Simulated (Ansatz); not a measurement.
Species: NaO, net charge 0, doublet state. 
Geometry from a B3LYP-D3(BJ)/def2-TZVP (Ansatz, a first-principles code) optimisation:
SMILES: [Na][O]
```xyz
2

Na     0.0000     0.0000    -0.8640
O      0.0000     0.0000     1.1879
```
Charge 0, spin multiplicity 2.

Computed values are from Ansatz. Cores are frozen in the correlated levels unless marked. Open shells are spin-unrestricted. No spin-orbit coupling. Non-relativistic. CBS(X,Y): correlation extrapolated as X^-3; Hartree-Fock from the larger set.

* **atomisation energy De**: 266.8 kJ/mol at CCSD(T)/CBS(def2-TZVPPD,def2-QZVPPD)
* **total energy**: -236.9645 Eh at CCSD(T)/CBS(def2-TZVPPD,def2-QZVPPD)
* **dipole moment**: 8.56 D at CCSD(T)/def2-SVPD
* **T1 diagnostic**: 0.019 at CCSD/def2-QZVPPD
